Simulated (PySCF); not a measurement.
Worked example: chemical shift, span and skew from a shielding tensor

B(CF3)(H)(OH) (CH2BF3O), SMILES OBC(F)(F)F. Atoms are numbered in the order given.

```xyz
8

B      0.7630    -1.0364     0.0000
C      0.0462     0.4074     0.0000
F      0.3708     1.1312    -1.0876
F      0.3708     1.1312     1.0876
F     -1.3106     0.2794     0.0000
H      1.9600    -1.1294     0.0000
O      0.0020    -2.1342     0.0000
H     -0.9483    -1.9349     0.0000
```

Geometry optimised at B3LYP-D3(BJ)/def2-SVP. One conformer was computed; it need not be the lowest.

GIAO shieldings from PySCF with PBE/pcSseg-1, non-relativistic, no solvent. The symmetric part of the tensor of C2 has the principal values 35.8, 40.2, 56.7 ppm. The same nucleus in TMS has σ = 182.0 ppm at this level (PySCF, at its B3LYP-D3(BJ)/def2-TZVP geometry).

Task: Work out the isotropic shielding, the ¹³C shift against TMS, the span and the skew.

Result: 
σ(iso) = (σ11 + σ22 + σ33)/3 = 44.2 ppm. δ = σ(ref) − σ(iso) = 182.0 − (44.2) = 137.8 ppm.
Span Ω = σ33 − σ11 = 20.9 ppm. Skew κ = 3(σ(iso) − σ22)/Ω = 0.58. Tumbling in solution averages the tensor to δ; in a static solid the shielding alone would spread this spin-1/2 line over Ω.
